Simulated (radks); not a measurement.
Results of a calculation; reference values are marked as such.
Task: Spherical quantum dot in the effective-mass picture: electrons in a parabolic well V = omega^2 r^2 / 2 with omega = 0.218, all in effective atomic units (hartree* = m*/eps^2 hartree, bohr* = eps/m* bohr), one dielectric constant everywhere. Level of theory: non-relativistic Kohn-Sham, exchange-only LDA, spin-polarised, spherical densities (a radial shooting solver with Libxc functionals). Levels are named by radial order and angular momentum (1s, 1p, 1d, 2s, ...), and open shells are averaged over m. At N = 16 the configuration is 1s2 1p6 1d(up 5, down 3). Does electron 17 go into 2s up or 2s down or 1d down?

Result: Into 1d down. The total energies of the other choices lie higher by 0.0146 hartree* (2s up), 0.0229 hartree* (2s down).
